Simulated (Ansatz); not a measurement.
Frontier orbitals of C3H6B2, SMILES `BC(B)=C=C`.

```xyz
11

B     0.195   -1.299    1.222
C    -0.189   -0.403    0.024
B    -1.180   -0.792   -1.096
C     0.375    0.794   -0.048
C     0.924    1.962   -0.118
H    -0.293   -2.386    1.328
H     0.977   -0.912    2.041
H    -1.413   -0.030   -1.988
H    -1.715   -1.861   -1.067
H     0.457    2.824    0.347
H     1.862    2.104   -0.644
```

The species carries charge 0 and has multiplicity 1. The structure was optimised at the PBE0-D4/def2-TZVP level. Basis def2-TZVPP, Ansatz.

Orbital energies of one run (eV). Highest occupied ones, from the top: -7.30, -8.36, -8.40, -8.76, -10.21, -10.72, -12.56, -13.10, -13.79, -14.73, -19.72, -22.30, -183.11, -183.11. Empty: -2.74, -1.71, -0.09, 1.36, 1.46, 2.66.

Which functional gave them?
A. PBE
B. r2SCAN
C. revPBE
D. r2SCANh

D. HOMO energies: r2SCANh -7.30, r2SCAN -6.86, revPBE -6.60, PBE -6.67 eV.
